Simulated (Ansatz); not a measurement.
`C=[C](S)[AlH][OH]`, charge 0, multiplicity 1.

(1) Give a relaxed structure at PBE0-D4/def2-TZVP (Ansatz). (An estimate is asked.)

## Answers

(1) The calculation gave: 
Cartesian coordinates in Å:
```
C -1.346 0.053 -1.074
C -0.749 0.302 0.098
S -1.629 1.118 1.385
Al 1.088 -0.226 0.403
O 1.872 -1.005 -0.880
H -0.800 -0.450 -1.866
H -2.375 0.330 -1.293
H -0.643 1.128 2.297
H 1.807 0.063 1.785
H 2.775 -1.313 -0.855
```
Point group Cs.
This is one stationary point; other conformers may exist.
